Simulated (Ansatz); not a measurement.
Ag₃⁺, relaxed as a singlet with RKS B3LYP-D4/def2-TZVP in Ansatz, starting from the GFN2-xTB geometry. Force threshold 0.02 eV/Å.

In the def2 sets Ag takes a core potential; there is no spin–orbit coupling. The relaxation made no stability test and no search for a lower SCF solution. The structure comes from a short search, and lower isomers may exist.

Start:

```
atom   x (Å)   y (Å)   z (Å)
 Ag1   1.538   0.359   0.405
 Ag2  -1.080  -0.387   1.159
 Ag3  -0.458   0.028  -1.563
```

| step | energy (eV) | largest force component (eV/Å) | SCF passes |
| --- | --- | --- | --- |
| 1 | -11999.0313 | 0.459 | 15 |
| 2 | -11999.0695 | 0.102 | 20 |
| 3 | -11999.0710 | 0.025 | 19 |
| 4 | -11999.0711 | 0.000 | 20 |

Force components are those of the run's own axes.

End:

```xyz
3

Ag    1.487    0.347    0.392
Ag   -1.044   -0.374    1.121
Ag   -0.443    0.027   -1.513
```

By distances, no bond broke or formed. The bond that changes most is Ag1–Ag2, from 2.82 to 2.73 Å (atoms count from 1).

No frequencies were taken in this run, so the end may be a saddle point.

Hardware: 4 threads of Intel Xeon 6975P-C on a shared host. Wall time 2.4 s.
